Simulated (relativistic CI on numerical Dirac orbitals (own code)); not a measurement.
**Radial parameters of La⁵¹⁺**

Calculated at this level of theory: Dirac-Coulomb-Breit CI, KLI orbitals optimised for each configuration, a model potential for QED, unscaled Slater integrals (own radial code, finite nucleus).

Slater integrals F^k, G^k are unscaled and averaged over j, outside the closed core 1s2; ζ comes from projecting the Hamiltonian with its Breit term on Σ l·s of the shell.

- 2s²2p²: F^2(2p,2p) = 1.0657e+06, ζ(2p) = 2.417e+06 cm⁻¹; <r>(2p) = 0.08899, <r^2>(2p) = 0.009604 (bohr units).
- 2s2p³: F^2(2p,2p) = 1.0646e+06, G^1(2s,2p) = 1.1299e+06, ζ(2p) = 2.4081e+06 cm⁻¹; <r>(2s) = 0.1025, <r^2>(2s) = 0.01239, <r>(2p) = 0.08909, <r^2>(2p) = 0.009625 (bohr units).
- 2p⁴: F^2(2p,2p) = 1.0627e+06, ζ(2p) = 2.3993e+06 cm⁻¹; <r>(2p) = 0.08924, <r^2>(2p) = 0.009657 (bohr units).

Averages of the first 10 configurations, taken without configuration mixing, which lowers the lowest level and can move excited configurations by several eV; other configurations of the list can lie among them:

```
Configuration  Parity  States  Average energy above the lowest level (eV)
       2s²2p²    even      15                                       592.4
        2s2p³     odd      40                                      1101.0
          2p⁴    even      15                                      1655.8
        2p³3s     odd      40                                      7012.3
        2p³3p    even     120                                      7160.8
        2p³3d     odd     200                                      7286.2
      2s²2p3s     odd      12                                      6008.4
      2s²2p3p    even      36                                      6164.7
      2s²2p3d     odd      60                                      6290.3
      2s2p²3s    even      60                                      6487.1
```
